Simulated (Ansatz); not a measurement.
Ansatz (an electronic-structure program) input (B3LYP-D3(BJ)/def2-TZVP):

Ansatz 0.2 input:
```yaml
crystal:
  periodic: [false, false, false]
  atoms:
    - {symbol: Si, position_ang: [0.07350275, -0.07338632, -0.97923943]}
    - {symbol: Cl, position_ang: [-0.05714867, 0.06297528, 0.93130843]}
basis:
  gaussian:
    orbitals: def2-TZVP
hamiltonian:
  xc: b3lyp
  dispersion: d3bj
total_charge: 1
relax: {f_tol: 0.002, max_steps: 150}
```

Output:

```
Functional definition: B3LYP
integrals: 0.01 GiB planned
524 factors; their error is unknown
mean field: 0.16 GiB planned
mean field evaluation 1: about -20389.0585 eV, gradient 4.2e1 eV
mean field evaluation 2: about -20368.6488 eV, gradient 9.5e1 eV
mean field evaluation 4: about -20393.3684 eV, gradient 5.5e0 eV
mean field evaluation 8: about -20393.4436 eV, gradient 2.6e-2 eV
mean field evaluation 16: about -20393.4988 eV, gradient 1.8e-5 eV
mean field -20393.49880165 eV, -749.4472577508 hartree, gradient 1.8e-5 eV, S^2 0.000000; 0 other end points of the search recorded, 0 dependent functions left out
the calculation of the forces begins
reference -20393.49898276 eV, -749.4472644064 hartree; 15, 15 occupied and 59, 59 virtual orbitals, 524 factors
relax step   1: F+E_penalty+E_count = -20393.57462951 eV  Δ(F+E_penalty+E_count) = +0.000e0 eV  max|allowed force component| = 1.238e0 eV/Å  Δτ_max = 0.0000 Å  (26 SCF iters, accepted)
these checks for a lower state are left out or cut short: starts, cluster_reference, orbital_swaps, neighbouring_geometries, increment
integrals: 0.01 GiB planned
524 factors; their error is unknown
mean field: 0.16 GiB planned
mean field -20393.52625172 eV, -749.4482665222 hartree, gradient 3.7e-5 eV, S^2 0.000000; 0 other end points of the search recorded, 0 dependent functions left out
the calculation of the forces begins
reference -20393.52643428 eV, -749.4482732313 hartree; 15, 15 occupied and 59, 59 virtual orbitals, 524 factors
relax step   2: F+E_penalty+E_count = -20393.60199409 eV  Δ(F+E_penalty+E_count) = -2.736e-2 eV  max|allowed force component| = 2.649e-2 eV/Å  Δτ_max = 0.0223 Å  (25 SCF iters, accepted)
these checks for a lower state are left out or cut short: starts, cluster_reference, orbital_swaps, neighbouring_geometries, increment
integrals: 0.01 GiB planned
524 factors; their error is unknown
mean field: 0.16 GiB planned
mean field -20393.52626830 eV, -749.4482671314 hartree, gradient 1.9e-5 eV, S^2 0.000000; 0 other end points of the search recorded, 0 dependent functions left out
the calculation of the forces begins
reference -20393.52645089 eV, -749.4482738416 hartree; 15, 15 occupied and 59, 59 virtual orbitals, 524 factors
relax step   3: F+E_penalty+E_count = -20393.60200849 eV  Δ(F+E_penalty+E_count) = -1.440e-5 eV  max|allowed force component| = 4.359e-4 eV/Å  Δτ_max = 0.0005 Å  (20 SCF iters, accepted)
integrals: 0.01 GiB planned
524 factors; their error is unknown
mean field: 0.16 GiB planned
mean field evaluation 32: about -20393.1051 eV, gradient 1.1e1 eV
mean field -20393.52626830 eV, -749.4482671314 hartree, gradient 1.9e-5 eV, S^2 0.000000; 1 other end points of the search recorded, 0 dependent functions left out
the calculation of the forces begins
reference -20393.52645089 eV, -749.4482738416 hartree; 15, 15 occupied and 59, 59 virtual orbitals, 524 factors
Total energy: -20393.60219108 eV, -749.4510572422 hartree
Atom 0 at     0.075053    -0.075005    -1.001914 Å, force     0.000030    -0.000031    -0.000436 eV/Å
Atom 1 at    -0.058699     0.064594     0.953983 Å, force    -0.000030     0.000031     0.000436 eV/Å
Dipole moment:     0.047350    -0.049420    -0.692413 e Å
```
